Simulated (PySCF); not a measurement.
thionyl fluoride cation (F2OS), SMILES FS(=O)F (connectivity only; charge and spin as stated), charge +1, multiplicity 2. Atoms are numbered in the order given.

```xyz
4

O      1.4368    -0.2392     0.0000
S      0.1184     0.3026     0.0000
F     -0.7438    -0.1626    -1.1620
F     -0.7438    -0.1626     1.1620
```
Charge +1, spin multiplicity 2.

Geometry: B3LYP-D3(BJ)/def2-TZVP. The spin state was assumed, not searched.

All values below come from PySCF with B3LYP/pcH-1.

Unrestricted Kohn–Sham, ⟨S²⟩ = 0.757. Hyperfine tensors hold the contact and dipolar terms, without spin-orbit corrections.

Computed hyperfine couplings:
```
nucleus    A(iso) (MHz)  A(iso) (G)  dipolar principal values (MHz)
---------  ------------  ----------  ------------------------------
17O no. 1          -9.1        -3.3              -158.0, 78.1, 79.9
33S no. 2         411.4       146.8              -37.0, -29.1, 66.1
19F no. 3         147.5        52.6           -247.2, -232.7, 480.0
19F no. 4         147.5        52.6           -247.2, -232.7, 480.0
```

And the g tensor (effective nuclear charges for spin-orbit coupling, GIAO)? (Estimate from the structure and the level; the computed values follow.)

principal values 2.0010, 2.0033, 2.0086; isotropic 2.0043.
